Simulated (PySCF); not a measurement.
**Radial density of B⁺ (boron, charge +1)**

UHF, [He] 2p2, high-spin 3P determinant (an excited configuration). Calculation: PySCF 2.14, in aug-cc-pwCVQZ (9s8p6d4f2g, 109 functions); the non-relativistic Hamiltonian (point nucleus).

| r (bohr) | 4πr²ρ (e/bohr) | 4πr²(ρα − ρβ) |
| --- | --- | --- |
| 0.00493 | 0.02009 | -0.0001 |
| 0.00829 | 0.05487 | -0.0003 |
| 0.0140 | 0.1468 | -0.0007 |
| 0.0235 | 0.3777 | -0.0018 |
| 0.0395 | 0.9123 | -0.0042 |
| 0.0664 | 1.979 | -0.0088 |
| 0.112 | 3.599 | -0.0131 |
| 0.188 | 4.908 | -0.0013 |
| 0.316 | 4.230 | 0.0745 |
| 0.531 | 1.940 | 0.3136 |
| 0.894 | 0.9412 | 0.7625 |
| 1.50 | 1.017 | 1.0141 |
| 2.53 | 0.4913 | 0.4913 |
| 4.25 | 0.04667 | 0.0467 |
| 7.15 | 0.0003456 | 0.0003 |

Question: Where is the radial spin density 4πr²(ρα − ρβ) most negative, and why is it negative at all?

Answer: Around r = 0.112 bohr, down to -0.0131 e/bohr: exchange with the open shell polarises the paired shells in an unrestricted calculation.
